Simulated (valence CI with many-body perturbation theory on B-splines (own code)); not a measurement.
## Hyperfine factors and g values of Er61+

Calculated by valence CI with perturbative core correlation (CI+MBPT): five valence electrons over a frozen Dirac-Fock core [He], radial functions for each j: 9 s, 9 p, 8 d, 6 f, 3 g, 1 h, with the one-electron correlation potential Σ1, the two-electron term Σ2, the three-electron term Σ3, Breit, model QED; selected CI, second order for the rest (own B-spline code, finite nucleus).

No measured spectrum was set against this ion. As an estimate, large intervals hold to a few tenths of a per cent, small ones and those within an open d or f shell to about a per cent. Among the levels kept, up to 1100 cm⁻¹ of a level comes from second order outside the variational space, and about a tenth of that is noise between levels of different J, which matters for small intervals.

A/g_I is the dipole constant over the nuclear g factor μ/I (μ in nuclear magnetons, uniformly magnetised nucleus), B/Q the quadrupole constant per barn. Both hold the static response of the core; the bare values leave it out. Large factors of s and p1/2 electrons are usually good to 5 to 10 %; those of open d and f shells near neutrality can be off by tens of per cent, and small factors of p3/2, d and f electrons come from cancelling terms and can be off by a factor of two or in sign, in half-filled shells by more. B is blank for J = 1/2, where it vanishes, and for nearly pure S terms. Energies count from the lowest level.

Levels are named by their leading jj configuration (3d3/2^4 stands for four electrons in 3d with j = 3/2), which in mixed levels can hold well under half, so a name can repeat and another be missing. Letters in brackets count levels of one name in rising energy.

| Level | E (Ry) | g | A/g_I (MHz) | A/g_I bare | B/Q (MHz/b) | B/Q bare |
| --- | --- | --- | --- | --- | --- | --- |
| (2s^2 2p1/2^2 2p3/2) J=3/2 | 0.00 | 1.323 | 618000 | 633000 | 1190000 | 1190000 |
| (2s^2 2p1/2 2p3/2^2) J=3/2 | 68.81 | 1.437 | -260000 | -239000 | 80400 | 80500 |
| (2s^2 2p1/2 2p3/2^2) J=5/2 | 70.47 | 1.168 | 1530000 | 1530000 | -3910 | -3920 |
| (2s^2 2p1/2 2p3/2^2) J=1/2 | 73.83 | 0.624 | 5100000 | 5080000 |  |  |
| (2s 2p1/2^2 2p3/2^2) J=5/2 | 91.14 | 1.452 | 3610000 | 3600000 | 186000 | 187000 |
| (2s 2p1/2^2 2p3/2^2) J=1/2 | 98.08 | 2.016 | 1.56e+07 | 1.54e+07 |  |  |
| (2s 2p1/2^2 2p3/2^2) J=3/2 | 98.18 | 1.176 | -2370000 | -2310000 | -161000 | -161000 |
| (2s^2 2p3/2^3) J=3/2 | 142.78 | 1.288 | 644000 | 657000 | -1270000 | -1270000 |
| (2s 2p1/2 2p3/2^3) J=3/2 [a] | 161.77 | 1.584 | 3660000 | 3640000 | -960000 | -961000 |
| (2s 2p1/2 2p3/2^3) J=5/2 | 164.65 | 1.284 | 4540000 | 4510000 | -1420000 | -1420000 |
| (2s 2p1/2 2p3/2^3) J=1/2 | 168.76 | 1.360 | -5790000 | -5680000 |  |  |
| (2s 2p1/2 2p3/2^3) J=3/2 [b] | 169.44 | 1.018 | 160000 | 191000 | -360000 | -360000 |
| (2p1/2^2 2p3/2^3) J=3/2 | 194.09 | 1.304 | 600000 | 628000 | -1220000 | -1230000 |
| (2s 2p3/2^4) J=1/2 | 238.84 | 1.861 | 1.57e+07 | 1.55e+07 |  |  |
| (2p1/2 2p3/2^4) J=1/2 | 264.89 | 0.624 | 5120000 | 5080000 |  |  |
| (2s^2 2p1/2^2 3s) J=1/2 | 544.87 | 1.997 | 4470000 | 4440000 |  |  |
| (2s^2 2p1/2^2 3p1/2) J=1/2 | 551.64 | 0.649 | 1500000 | 1490000 |  |  |
| (2s^2 2p1/2^2 3p3/2) J=3/2 | 573.06 | 1.324 | 181000 | 186000 | 352000 | 353000 |
| (2s^2 2p1/2^2 3d3/2) J=3/2 | 579.12 | 0.784 | 105000 | 105000 | 60500 | 61100 |
| (2s^2 2p1/2^2 3d5/2) J=5/2 | 585.36 | 1.190 | 38300 | 38300 | 55900 | 56500 |
| (2s^2 2p1/2 2p3/2 3s) J=3/2 [a] | 614.58 | 1.657 | 1010000 | 1010000 | 778000 | 779000 |
| (2s^2 2p1/2 2p3/2 3s) J=1/2 | 615.26 | 1.296 | -2140000 | -2100000 |  |  |
| (2s^2 2p1/2 2p3/2 3s) J=5/2 | 615.99 | 1.312 | 2310000 | 2300000 | 1150000 | 1150000 |
| (2s^2 2p1/2 2p3/2 3s) J=3/2 [b] | 616.43 | 0.960 | 1380000 | 1390000 | 686000 | 688000 |
| (2s^2 2p1/2 2p3/2 3p1/2) J=1/2 | 621.28 | 1.730 | -1150000 | -1120000 |  |  |
| (2s^2 2p1/2 2p3/2 3p1/2) J=3/2 [a] | 621.73 | 1.131 | 1050000 | 1050000 | 242000 | 242000 |
| (2s^2 2p1/2 2p3/2 3p1/2) J=5/2 | 622.71 | 1.050 | 1710000 | 1720000 | 1140000 | 1140000 |
| (2s^2 2p1/2 2p3/2 3p1/2) J=3/2 [b] | 625.35 | 1.311 | 950000 | 963000 | 1180000 | 1180000 |
| (2s 2p1/2^2 2p3/2 3s) J=5/2 | 633.99 | 1.597 | 4280000 | 4250000 | 1200000 | 1200000 |
| (2s 2p1/2^2 2p3/2 3s) J=3/2 [a] | 635.95 | 1.439 | 4870000 | 4840000 | 648000 | 649000 |
| (2s 2p1/2^2 2p3/2 3s) J=1/2 | 640.08 | 0.937 | -4860000 | -4770000 |  |  |
| (2s 2p1/2^2 2p3/2 3s) J=3/2 [b] | 640.89 | 1.364 | -1140000 | -1100000 | 878000 | 879000 |
| (2s 2p1/2^2 2p3/2 3p1/2) J=3/2 [a] | 641.50 | 1.676 | 4970000 | 4940000 | 819000 | 821000 |
| (2s 2p1/2^2 2p3/2 3p1/2) J=5/2 | 641.57 | 1.342 | 3770000 | 3750000 | 1160000 | 1160000 |
| (2s^2 2p1/2 2p3/2 3p3/2) J=5/2 [a] | 642.22 | 1.411 | -127000 | -114000 | 1230000 | 1240000 |
| (2s^2 2p1/2 2p3/2 3p3/2) J=1/2 [a] | 642.70 | 1.432 | -1680000 | -1650000 |  |  |
| (2s^2 2p1/2 2p3/2 3p3/2) J=3/2 [a] | 642.80 | 1.148 | 1530000 | 1530000 | -767000 | -768000 |
| (2s^2 2p1/2 2p3/2 3p3/2) J=7/2 | 643.30 | 1.220 | 1080000 | 1090000 | 1520000 | 1520000 |
| (2s^2 2p1/2 2p3/2 3p3/2) J=3/2 [b] | 644.83 | 1.402 | -56200 | -40400 | 191000 | 191000 |
| (2s^2 2p1/2 2p3/2 3p3/2) J=5/2 [b] | 645.21 | 1.180 | 1340000 | 1340000 | 138000 | 138000 |

(1) Take the isotope of mass number 167, with I = 7/2, μ = -0.5623 μN and Q = 3.57 b. What is the hyperfine structure of (2s^2 2p1/2 2p3/2^2) J=5/2?

Results:

(1) From the table A = -245000 MHz, B = -14000 MHz. Shifts from the centre of gravity in MHz: F = 1: 2750000, F = 2: 2260000, F = 3: 1530000, F = 4: 555000, F = 5: -670000, F = 6: -2150000.
